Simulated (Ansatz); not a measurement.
C4H8O4Ti, SMILES `[CH3][Ti-]1([OH])([OH])[O]C=CC=[O+]1`, relaxed with RKS PBE0-D4/def2-TZVP in Ansatz 0.2.0 from a PBE-D4/def2-SVP geometry. The force threshold is 0.005 eV/Å; the program also tests the step.

Total charge 0; spin multiplicity 1.

Start:

```xyz
17

C     1.396    0.949   -1.663
Ti   -0.327   -0.034   -1.002
O    -0.607   -1.482   -2.033
O    -1.519    1.151   -1.655
O     0.883   -1.006    0.323
C     0.922   -1.154    1.586
C    -0.007   -0.605    2.486
C    -1.090    0.149    2.003
O    -1.323    0.429    0.779
H     2.276    0.277   -1.641
H     1.228    1.339   -2.687
H     1.562    1.805   -0.972
H    -1.297   -1.476   -2.721
H    -2.120    1.679   -1.098
H     1.756   -1.777    1.987
H     0.096   -0.787    3.564
H    -1.827    0.544    2.743
```

Question: How much energy does the relaxation release, and in how many steps? (An estimate is asked.)

Answer: The calculation gave: 0.09 eV, in 10 steps.

Question: Which bonds change most? (An estimate is asked.)

Answer: Computed: Ti2–O9 from 2.093 to 2.050 Å; C7–C8 from 1.405 to 1.385 Å; C8–H17 from 1.117 to 1.097 Å; C6–H15 from 1.116 to 1.097 Å.

Question: Give the relaxed structure. (Estimate.)

Answer: The calculation gave: 
```xyz
17

C     1.363    0.960   -1.617
Ti   -0.348   -0.020   -0.974
O    -0.595   -1.492   -1.981
O    -1.539    1.129   -1.692
O     0.872   -1.013    0.321
C     0.909   -1.172    1.566
C     0.005   -0.616    2.466
C    -1.042    0.162    2.002
O    -1.272    0.455    0.794
H     2.217    0.282   -1.633
H     1.188    1.383   -2.608
H     1.556    1.775   -0.909
H    -1.244   -1.526   -2.687
H    -2.150    1.727   -1.260
H     1.720   -1.802    1.953
H     0.109   -0.805    3.525
H    -1.750    0.571    2.733
```
